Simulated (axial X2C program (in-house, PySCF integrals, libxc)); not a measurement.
## Which molecule has these constants?

Computed with an axial X2C code built on PySCF integrals, spin-free (one-electron X2C) or two-component (2c: spin–orbit coupling with atomic mean-field Coulomb and Gaunt terms, which also bring small scalar terms), in Dyall basis sets with cores contracted in-house; open shells are unrestricted.

A two-component PBE0 calculation in a Dyall 3-zeta basis gave Re = 3.884 Å, ωe = 143.0 cm⁻¹, De = 0.57 eV, Ω = 0.

Problem. Which molecule is it?
A. LiBa⁻
B. LiSr⁻
C. LiMg⁻
D. LiCa⁻

Solution. B. The others have LiMg⁻ 3.435 Å and 141.8 cm⁻¹ (Ω = 0); LiCa⁻ 3.698 Å and 155.6 cm⁻¹ (Ω = 0); LiBa⁻ 3.975 Å and 149.4 cm⁻¹ (Ω = 0).

Each entry is the lowest single determinant of a limited PBE0 search at one distance. De goes to single-determinant-based atoms at the same level (for ions the charge split of lowest energy) and is withheld (n/a) where an atom does not fit its ground term or J level. Main or longest-lived isotopes. One determinant is a doubtful description, or other states lie close, for LiSr⁻, LiMg⁻, LiCa⁻, LiBa⁻; these need not be ground states, and all values refer to the states named.
